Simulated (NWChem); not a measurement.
Species: CH5NZn; SMILES [CH3][Zn][NH2]

```xyz
8

Zn     0.0001     0.0252    -0.0104
C     -0.0001    -1.9086     0.0271
H      0.8850    -2.3186    -0.4853
H     -0.8908    -2.3181    -0.4760
H      0.0052    -2.2921     1.0600
N     -0.0001     1.8459     0.0788
H     -0.8184     2.3517    -0.2504
H      0.8180     2.3520    -0.2503
```
Atoms are numbered in this order, from 1.

Results from NWChem. Coordinates come from a PBE0/def2-SVP optimisation.

Task: What does the run give for LC-BLYP (range parameter 0.33 per bohr)/def2-SVP? Quantities: highest occupied level (eV); orbital gap (eV); dipole (D).

Result: The highest occupied level (eV) comes out as -8.48. The orbital gap (eV) is 10.24. The dipole (D) is 1.02.
